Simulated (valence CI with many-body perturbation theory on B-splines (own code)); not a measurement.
## Tl LXVIII: E2, M1 decay

Level of theory: configuration interaction combined with many-body perturbation theory (CI+MBPT): four valence electrons over a frozen Dirac-Fock core [Ne], a basis of 11 s, 11 p, 9 d, 7 f, 5 g, 2 h, 1 i functions for each j, with the one-electron correlation potential Σ1 (screened to all orders), the two-electron term Σ2, the three-electron term Σ3, Breit, model QED; selected single and double excitations, second order for the rest (own B-spline code, finite nucleus).

The last digits are not significant, and no measured levels were compared; by estimate large intervals hold to a few tenths of a per cent, small ones and those within an open d or f shell to about a per cent.

Lines 1 to 9 of 9 in falling wavelength, among levels below 1784.8 eV, chosen from the decays that carry over 1 % of a level's rate. Wavelengths and rates use the calculated energies. Electric multipoles are in the length gauge, E1 and E2 with the static RPA response of the core. S is in atomic units (e²a₀⁴ for E2 and M2, e²a₀⁶ for E3), for M1 in squared Bohr magnetons. Weak lines are less certain than strong ones. Lines between different terms over intervals too small for the method are left out, as are lines whose strength nearly cancels.

Levels are named by their leading jj configuration (3d3/2^4 stands for four electrons in 3d with j = 3/2), which in mixed levels can hold well under half, so a name can repeat and another be missing. Letters in brackets count levels of one name in rising energy.

```json
{"λ vac (nm)": "2.479", "Upper": "(3s 3p1/2 3p3/2 3d5/2) J=4 [a]", "Lower": "(3s 3p1/2^2 3d5/2) J=3", "Type": "M1", "A (s⁻¹)": "7.70e+08", "S (a.u.)": "3.92e+00"}
{"λ vac (nm)": "2.324", "Upper": "(3s^2 3p3/2 3d5/2) J=4", "Lower": "(3s^2 3p1/2 3d5/2) J=3", "Type": "M1", "A (s⁻¹)": "7.65e+08", "S (a.u.)": "3.20e+00"}
{"λ vac (nm)": "2.284", "Upper": "(3s^2 3p1/2 3p3/2) J=1", "Lower": "(3s^2 3p1/2^2) J=0", "Type": "M1", "A (s⁻¹)": "9.89e+08", "S (a.u.)": "1.31e+00"}
{"λ vac (nm)": "2.250", "Upper": "(3s^2 3p3/2^2) J=2", "Lower": "(3s^2 3p1/2 3p3/2) J=2", "Type": "M1", "A (s⁻¹)": "7.70e+08", "S (a.u.)": "1.63e+00"}
{"λ vac (nm)": "2.250", "Upper": "(3s^2 3p3/2^2) J=2", "Lower": "(3s^2 3p1/2 3p3/2) J=2", "Type": "E2", "A (s⁻¹)": "4.60e+07", "S (a.u.)": "1.18e-03"}
{"λ vac (nm)": "2.242", "Upper": "(3s^2 3p1/2 3p3/2) J=2", "Lower": "(3s^2 3p1/2^2) J=0", "Type": "E2", "A (s⁻¹)": "2.60e+07", "S (a.u.)": "6.57e-04"}
{"λ vac (nm)": "2.209", "Upper": "(3s^2 3p3/2^2) J=2", "Lower": "(3s^2 3p1/2 3p3/2) J=1", "Type": "M1", "A (s⁻¹)": "7.80e+08", "S (a.u.)": "1.56e+00"}
{"λ vac (nm)": "2.161", "Upper": "(3s^2 3p3/2^2) J=0", "Lower": "(3s^2 3p1/2 3p3/2) J=2", "Type": "E2", "A (s⁻¹)": "7.83e+07", "S (a.u.)": "3.29e-04"}
{"λ vac (nm)": "2.123", "Upper": "(3s^2 3p3/2^2) J=0", "Lower": "(3s^2 3p1/2 3p3/2) J=1", "Type": "M1", "A (s⁻¹)": "1.71e+09", "S (a.u.)": "6.06e-01"}
```
